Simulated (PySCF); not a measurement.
## Field gradients at the hydrogen positions

Compound: C3H11NSSi3.
Geometry (GFN2-xTB, Å), atoms numbered from 1 in this order:
```xyz
19
C3H11NSSi3 angstrom
N     -2.7498   -0.9380   -2.0261
C     -2.4022   -1.1057   -0.9475
C     -1.9641   -1.2677    0.3985
Si    -1.8174    0.4340    1.2787
C     -0.8393    1.6221    0.1593
Si     0.6979    0.9237   -0.6999
S      1.7161   -0.3273    0.7354
Si     3.5728   -0.7743   -0.2332
H     -0.9879   -1.7545    0.3960
H     -2.6665   -1.9135    0.9253
H     -3.1683    0.9696    1.4936
H     -1.1471    0.1961    2.5563
H     -0.5545    2.4899    0.7528
H     -1.4983    1.9927   -0.6253
H      0.3687    0.0785   -1.8423
H      1.6269    1.9815   -1.0975
H      4.2964    0.4757   -0.4261
H      3.2841   -1.4063   -1.5138
H      4.2228   -1.6674    0.7083
```

Level: PBE0/pcSseg-1 (PySCF, non-relativistic); Q(2H) = 0.00286 b; rigid geometry, the same for H and D, with no vibrational averaging.

**Question.** Rank these positions by the coupling χzz of a deuteron there, largest first.
A. H10 (methylene hydrogen)
B. H16 (Si–H hydrogen)
C. H19 (Si–H hydrogen)
D. H13 (methylene hydrogen)
E. H9 (methylene hydrogen)

**Answer.** D (216 kHz), A (209 kHz), E (203 kHz), C (114 kHz), B (108 kHz).

**Question.** Tabulate Vzz, the asymmetry η and χzz = 234.96 MHz × Q × Vzz for every hydrogen position.

**Answer.** 
| atom | bonded to | bond length (Å) | Vzz (au) | η | χzz (kHz) |
| --- | --- | --- | --- | --- | --- |
| H9 | C3 | 1.091 | 0.3026 | 0.05 | 203 |
| H10 | C3 | 1.090 | 0.3114 | 0.05 | 209 |
| H11 | Si4 | 1.469 | 0.1570 | 0.02 | 105 |
| H12 | Si4 | 1.462 | 0.1621 | 0.02 | 109 |
| H13 | C5 | 1.089 | 0.3209 | 0.01 | 216 |
| H14 | C5 | 1.090 | 0.3180 | 0.01 | 214 |
| H15 | Si6 | 1.459 | 0.1628 | 0.00 | 109 |
| H16 | Si6 | 1.463 | 0.1610 | 0.03 | 108 |
| H17 | Si8 | 1.457 | 0.1653 | 0.02 | 111 |
| H18 | Si8 | 1.457 | 0.1651 | 0.02 | 111 |
| H19 | Si8 | 1.451 | 0.1698 | 0.02 | 114 |

**Question.** Average by the element that carries the hydrogen.

**Answer.** on C: 210 kHz over 4 positions, mean bond length 1.090 Å; on Si: 110 kHz over 7 positions, mean bond length 1.460 Å.

**Question.** How does χzz go with the bond length over the 7 Si–H bonds?

**Answer.** A straight-line fit has a slope of -4.8 kHz for each 0.01 Å, with a correlation coefficient of -0.99, over lengths from 1.451 to 1.469 Å. The longer bonds have the smaller couplings here.

The structure is a single GFN2-xTB conformer in the gas phase; no vibrational or solvent corrections. GFN2-xTB bond lengths can be off by several hundredths of an ångström, more for odd bonds, and the gradients follow them. With so small a basis the couplings can be 20 % off.

The run behind these numbers computed NMR shieldings as well. Time: 36 s; peak memory 0.93 GiB. Hardware: Intel Xeon 6975P-C, one thread (shared host).
